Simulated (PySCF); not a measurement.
# Radial density of In (indium, neutral)

UHF, [Kr] 4d10 5s1 5p1 6s1, high-spin 4P determinant (an excited configuration). Computed with PySCF 2.14 in aug-cc-pVQZ-PP with one added diffuse shell each of s, p, d, f, g type with ECP28MDF (8s8p6d4f3g, 117 functions), with scalar relativity through the core potential. This is the valence pseudo-density: the core potential removes the inner electrons and smooths the orbitals near the nucleus.

```tsv
r (bohr)	4πr²ρ (e/bohr)	4πr²(ρα − ρβ)
0.00806	1.008e-05	0.0000
0.0136	2.272e-05	0.0000
0.0228	4.679e-05	0.0000
0.0384	8.975e-05	0.0000
0.0645	0.0002586	0.0000
0.109	0.001928	0.0000
0.183	0.02619	-0.0001
0.307	0.5153	0.0012
0.516	8.276	0.0628
0.869	21.56	-0.0332
1.46	7.352	0.3281
2.46	1.385	0.9043
4.13	0.3192	0.3148
6.95	0.1790	0.1790
11.7	0.04345	0.0434
19.7	0.0005876	0.0006
```

Energies and moments cover only the electrons outside the core potential. The outer electron is Rydberg-like, and this basis confines it to a smaller radius and binds it less than a complete one would.

Problem. Where is the radial spin density 4πr²(ρα − ρβ) most negative, and why is it negative at all?

Solution. Around r = 0.869 bohr, down to -0.0332 e/bohr: exchange with the open shell polarises the paired shells in an unrestricted calculation.
